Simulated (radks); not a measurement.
The selenium ion Se+, configuration [Ar] 3d10 4s2 4p3 (the NIST ground configuration). All-electron calculation, Dirac Kohn-Sham, PBE, spin-unpolarised, spherical densities, finite nucleus; open shells fill j = l - 1/2 first; Fermi nuclear charge, rms radius 4.14 fm. Program: a radial shooting solver on a logarithmic mesh with Libxc functionals. Some entries of the table are withheld. Estimate them.

orbital,occ.,eigenvalue (eV),<r> (bohr)
1s1/2,2,(1),0.04408
2s1/2,2,-1616.839,0.1957
2p1/2,2,(2),(3)
2p3/2,4,(4),(5)
3s1/2,2,-223.7777,0.5739
3p1/2,2,(6),0.5823
3p3/2,4,(7),0.5929
3d3/2,4,-63.9757,0.6274
3d5/2,6,-63.0803,0.6318
4s1/2,2,-26.7662,1.746
4p1/2,2,-15.6329,(8)
4p3/2,1,-15.1918,(9)

Answer. 
(1) 1s1/2 eigenvalue (eV): -12511.24
(2) 2p1/2 eigenvalue (eV): -1451.525
(3) 2p1/2 <r> (bohr): 0.1685
(4) 2p3/2 eigenvalue (eV): -1409.764
(5) 2p3/2 <r> (bohr): 0.1723
(6) 3p1/2 eigenvalue (eV): -167.2436
(7) 3p3/2 eigenvalue (eV): -161.3699
(8) 4p1/2 <r> (bohr): 2.098
(9) 4p3/2 <r> (bohr): 2.136
